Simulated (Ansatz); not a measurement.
Cost and result up the ladder for the cluster SiB8 (9 atoms). Total charge 0; singlet. Geometry: B3LYP-D4/def2-SVP.

```csv
atom,x (Å),y (Å),z (Å)
Si1,0.676,-0.202,-2.311
B2,1.811,0.167,-0.869
B3,-0.653,-0.328,1.917
B4,1.839,-0.251,0.606
B5,-0.070,-0.075,0.181
B6,-0.866,0.663,-1.695
B7,-1.782,0.044,0.940
B8,0.874,-0.448,1.759
B9,-1.830,0.429,-0.527
```

Ansatz on 4 threads of Intel Xeon Platinum 8223CL on a shared host. Times are rough, and most runs start from the orbitals of an earlier one. No level here is sound enough to serve as a yardstick. Binding counts from free atoms at the same level (Si triplet, B doublet; other spins of the atoms weren't run), without zero-point energy or a counterpoise term.

HSE06 is defined as in plane-wave codes, on full-range PBE exchange. Correlated methods freeze 13 core orbitals. Another isomer (singlet) lies 0.77 eV lower at PBE0-D4/def2-TZVP; other spin states weren't run for this one.

Correlated methods converge slowly with the basis.

| level | functions | wall time | binding energy per atom (eV) | remarks |
| --- | --- | --- | --- | --- |
| PBE-D4/def2-TZVP (with forces) | 285 | 3.8 s | 4.66 | restricted SCF unstable in HF |
| HSE06-D4/def2-TZVP | 285 | 4.8 s | 4.51 | restricted SCF unstable in HF |
| r2SCAN-D4/def2-TZVP | 285 | 4.9 s | 4.52 | restricted SCF unstable in HF |
| PBE0-D4/def2-TZVP | 285 | 6 s | 4.50 | restricted SCF unstable in HF |
| ωB97X-V/def2-TZVP | 285 | 12 s | 4.21 | restricted SCF unstable in HF |
| CCSD(T)/def2-TZVP | 285 | 6.1 min | 4.08 | large T1 (0.034), restricted SCF unstable |
